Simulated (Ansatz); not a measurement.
This geometry of a periodic cell of 13 atoms, Zr12H (host Zr, host structure hcp, interstitial H) is a first-order saddle point.

Method: Ansatz, DFT PBEsol, scalar-relativistic, plane waves, PAW. Settings: cutoff 420 eV, k mesh 4x3x4, gaussian smearing 0.1 eV, no spin polarisation.

```xyz
13
Lattice="6.4600 0.0000 0.0000 -4.8450 8.3918 0.0000 0.0000 0.0000 5.1454" Properties=species:S:1:pos:R:3
Zr 0.041 -0.006 0.005
Zr 0.020 1.895 2.578
Zr -1.576 2.760 0.005
Zr -1.702 4.614 2.578
Zr -3.219 5.554 0.005
Zr -3.243 7.447 2.578
Zr 3.238 -0.005 0.005
Zr 3.201 1.859 2.578
Zr 1.666 2.784 0.005
Zr 1.623 4.628 2.578
Zr -0.003 5.594 0.005
Zr -0.010 7.593 2.578
H -0.040 5.641 2.577
```

(1) Which two structures does it join? (They come from a converged band through this point; their orientation in space is the band's.)

(2) How far does it lie above each of them?

Answers

(1) The atom that moves furthest is H13, by 1.24 Å; four of its nearest neighbours are Zr4 2.00, Zr10 2.00, Zr11 2.01, Zr12 2.01 Å at the first end and Zr4 2.00, Zr10 2.00, Zr11 2.01, Zr12 2.01 Å at the last.

First end point:

```xyz
13
Lattice="6.4600 0.0000 0.0000 -4.8450 8.3918 0.0000 0.0000 0.0000 5.1454" Properties=species:S:1:pos:R:3
Zr 0.012 0.010 -0.017
Zr 0.001 1.878 2.578
Zr -1.603 2.781 0.041
Zr -1.651 4.654 2.559
Zr -3.224 5.572 -0.006
Zr -3.251 7.465 2.539
Zr 3.229 0.003 0.006
Zr 3.214 1.866 2.608
Zr 1.638 2.784 0.029
Zr 1.614 4.648 2.556
Zr 0.010 5.594 0.055
Zr -0.015 7.519 2.539
H -0.017 5.621 3.194
```

Last end point:

Only the atoms that move by more than 0.05 Å are listed.
```
Zr3 -1.599 2.769 -0.031
Zr6 -3.240 7.464 2.618
Zr8 3.220 1.867 2.547
Zr9 1.641 2.773 -0.019
Zr11 0.012 5.583 -0.047
Zr12 -0.006 7.519 2.618
H13 -0.011 5.622 1.958
```

(2) 0.182 eV above the first and 0.182 eV above the second. This is the barrier of this one path; another mechanism may lie lower. Limits of this set-up: coarse k mesh, odd electron count without spin, a small cell, in which the defect meets its images, a typed lattice constant that wasn't relaxed here.

Time of the run: 35 min on 4 threads of Intel(R) Xeon(R) Platinum 8259CL CPU @ 2.50GHz (Skylake/Cascade Lake), on a shared host, peak memory 3.6 GiB.
